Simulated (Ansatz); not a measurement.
Compare A (`C[NH][Al]1[BH][S]1`) with its isomer B (`[BH2][Al]([SH])[CH]=N`).

Isolated molecules relaxed with PBE0-D4/def2-TZVP in Ansatz; ΔE leaves out vibrations. CBS: MP2 limit from def2 TZ/QZ plus the TZ coupled-cluster correction, frozen cores. DFT in def2-TZVPP. B3LYP here is the variant with VWN-RPA as its local correlation; programs differ in this. One conformer a species, not always the lowest.

A:

```xyz
10

C     0.821    1.663   -0.555
N    -0.024    0.513   -0.813
Al   -0.400   -0.814    0.276
B    -0.760   -2.269    1.593
S    -1.649   -2.634    0.071
H     0.269    2.606   -0.636
H     1.227    1.613    0.458
H     1.673    1.711   -1.242
H    -0.416    0.525   -1.742
H    -0.741   -2.915    2.591
```

B:

```xyz
10

B     0.656    0.824    1.959
Al   -0.026   -0.074    0.166
S    -1.343   -1.830    0.197
C     0.355    0.452   -1.715
N    -0.174   -0.110   -2.729
H     1.687    0.509    2.484
H     0.041    1.684    2.523
H    -1.430   -1.858    1.537
H     1.047    1.268   -1.965
H    -0.813   -0.864   -2.458
```

Q: Which isomer does CCSD(T)/CBS put lower? Give the gap. (Best estimate.)

A: The calculation gave: A, by 185.9 kJ/mol.

Q: Give E(B) − E(A) in kJ/mol with r2SCAN-D4, B3LYP, HF/def2-TZVPP, B2PLYP, PBE0-D4, ωB97M-V, B3LYP-D4. (Estimate.)

A: The calculation gave: r2SCAN-D4 197.4, B3LYP 174.6, HF/def2-TZVPP 148.1, B2PLYP 183.6, PBE0-D4 198.0, ωB97M-V 185.7, B3LYP-D4 173.7. None reverses the order clearly.

Largest T1 diagnostic: 0.015.

In def2-TZVPP, CCSD(T) changes the Hartree–Fock value by +33.5 kJ/mol (the triples alone add +4.6 kJ/mol) and MP2 by +54.5 kJ/mol. From PBE to PBE0 (25 % exact exchange), in def2-TZVPP and without D4, E(B) − E(A) moves by +6.7 kJ/mol.
